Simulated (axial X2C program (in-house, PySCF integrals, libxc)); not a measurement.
Levels of BTe by electron attachment to BTe⁺ (EOM-EA-CCSD)

Computed with an axial X2C code built on PySCF integrals: two-component X2C with atomic mean-field Coulomb and Gaunt terms, Gaussian nuclei, basis Te dyall-acv3z, B dyall-av3z with contracted cores.

R = 1.878 Å (0.960 times 1.956 Å, the PBE0 minimum at charge 0 for the lowest determinant).

Levels of BTe obtained by attaching an electron to BTe⁺:

```csv
Ω,binding energy (eV),above lowest (cm⁻¹),attached spinor,one-particle weight
1/2,9.580,0,"50% B pσ, 16% B sσ, 14% Te pσ",0.91
1/2,5.977,29059,"47% B pπ, 20% Te dπ, 17% Te pπ",0.91
3/2,5.900,29677,"43% B pπ, 21% Te pπ, 19% Te dπ",0.91
1/2,2.886,53993,"56% B sσ, 22% Te sσ, 13% Te dσ",0.95
```

Take the first Ω = 1/2 and Ω = 3/2 rows of π character: how far apart are they, and which lies lower?

E(3/2) − E(1/2) = 29677 − 29059 = 618 cm⁻¹ at EOM-EA-CCSD: regular, Ω = 1/2 lower. Splittings at this level can be off by ten to twenty per cent.

This point took 24 s on 1 thread of Arm Neoverse V2, on a shared host.

Reference electrons by ω block (each with its −ω partner): 1/2: 18, 3/2: 8, 5/2: 2. 18 electrons of BTe⁺ correlated (inner shells frozen), 84 natural virtual spinors (a truncated set); levels can be off by some tenths of an eV. Roots sought by Ω: (1/2: 5, 3/2: 4, 5/2: 2, 7/2: 1); the list ends where they run out and leaves out roots under 60 % one-particle weight. The solver can skip a root, and states that need a further excitation, which the method places far too high, are missing though they may lie low or lowest. T1 of the reference 0.023 (Lee–Taylor). The reference was not checked to be the lowest state of its species. Number of frozen shells: Te 4 s, 3 p, 1 d; B 1 s.
